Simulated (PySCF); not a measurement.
## Rh (rhodium, neutral) across methods

[Kr] 4d7 5s2, high-spin 4F determinant (an excited configuration). Computed with PySCF 2.14 in dyall-v2z, with the spin-free X2C one-electron Hamiltonian (Gaussian nucleus).

```tsv
method	E (hartree)	mean ε 4d β (eV)	mean ε 5s α (eV)	mean ε 5s β (eV)	Σ⟨r²⟩ (bohr²)	⟨S²⟩
wB97X-V	-4783.29	-12.157	-8.048	-7.491	55.36	3.754
LDA	-4778.41	-7.952	-5.851	-5.209	54.79	3.754
HSE06	-4783.21	-9.229	-5.935	-5.248	55.25	3.755
PBE0	-4783.25	-9.644	-6.278	-5.554	55.31	3.756
PBE	-4783.19	-7.935	-5.611	-4.927	55.20	3.755
TPSS	-4783.39	-8.126	-5.580	-4.853	55.17	3.755
r2SCAN	-4783.59	-8.208	-5.772	-5.075	55.12	3.759
```

(1) Estimate the same row for UHF.

Answers

(1) E (hartree) = -4781.18148; mean ε 4d β (eV) = -14.000; mean ε 5s α (eV) = -7.599; mean ε 5s β (eV) = -6.571; Σ⟨r²⟩ (bohr²) = 57.47; ⟨S²⟩ = 3.764.
